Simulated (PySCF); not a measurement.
BeFGeH3, SMILES [F][Be][GeH3].

Geometry optimised at B3LYP-D3(BJ)/def2-TZVP.

Calculation: PySCF with TDA-LC-ωPBE/def2-SVPD.

Vertical excitations; the highest root listed may be one member of a degenerate set. Isolated molecule, no solvent. State labels are in the subgroup Cs.

Computed excitation energies, oscillator strengths and character:
```json
[
 {"state": "S1", "symmetry": "A\"", "energy (eV)": "6.91", "λ (nm)": "179", "f": "0.136", "main pairs": "HOMO→LUMO (degenerate set)"},
 {"state": "S2", "symmetry": "A'", "energy (eV)": "6.91", "λ (nm)": "179", "f": "0.136", "main pairs": "HOMO→LUMO+1 (degenerate set)"},
 {"state": "S3", "symmetry": "A'", "energy (eV)": "7.57", "λ (nm)": "164", "f": "0.288", "main pairs": "HOMO→LUMO+2 82 %"},
 {"state": "S4", "symmetry": "A\"", "energy (eV)": "8.23", "λ (nm)": "151", "f": "0.000", "main pairs": "HOMO−2→LUMO 38 %, HOMO−1→LUMO+1 38 %, HOMO−2→LUMO+5 9 %, HOMO−1→LUMO+4 9 %"},
 {"state": "S5", "symmetry": "A'", "energy (eV)": "8.54", "λ (nm)": "145", "f": "0.004", "main pairs": "HOMO−1→LUMO, HOMO−2→LUMO+1, HOMO−2→LUMO+2 (degenerate set)"},
 {"state": "S6", "symmetry": "A\"", "energy (eV)": "8.54", "λ (nm)": "145", "f": "0.004", "main pairs": "HOMO−1→LUMO+1, HOMO−2→LUMO, HOMO−1→LUMO+2 (degenerate set)"},
 {"state": "S7", "symmetry": "A'", "energy (eV)": "8.85", "λ (nm)": "140", "f": "0.078", "main pairs": "HOMO−1→LUMO 31 %, HOMO−2→LUMO+1 31 %, HOMO→LUMO+9 13 %, HOMO→LUMO+6 9 %"},
 {"state": "S8", "symmetry": "A\"", "energy (eV)": "9.00", "λ (nm)": "138", "f": "0.285", "main pairs": "HOMO−1→LUMO+2, HOMO−1→LUMO+3 (degenerate set)"},
 {"state": "S9", "symmetry": "A'", "energy (eV)": "9.00", "λ (nm)": "138", "f": "0.285", "main pairs": "HOMO−2→LUMO+2, HOMO−2→LUMO+3 (degenerate set)"},
 {"state": "S10", "symmetry": "A'", "energy (eV)": "9.19", "λ (nm)": "135", "f": "0.024", "main pairs": "HOMO→LUMO+8 65 %, HOMO→LUMO+4 24 %"},
 {"state": "T1", "symmetry": "A\"", "energy (eV)": "5.37", "λ (nm)": "231", "f": "0", "main pairs": "HOMO→LUMO, HOMO→LUMO+5 (degenerate set)"},
 {"state": "T2", "symmetry": "A'", "energy (eV)": "5.37", "λ (nm)": "231", "f": "0", "main pairs": "HOMO→LUMO+1, HOMO→LUMO+4 (degenerate set)"},
 {"state": "T3", "symmetry": "A'", "energy (eV)": "6.71", "λ (nm)": "185", "f": "0", "main pairs": "HOMO→LUMO+2 72 %"},
 {"state": "T4", "symmetry": "A'", "energy (eV)": "7.48", "λ (nm)": "166", "f": "0", "main pairs": "HOMO−1→LUMO 32 %, HOMO−2→LUMO+1 32 %, HOMO−1→LUMO+5 10 %, HOMO−2→LUMO+4 10 %"}
]
```
Triplets are in the Tamm–Dancoff approximation.
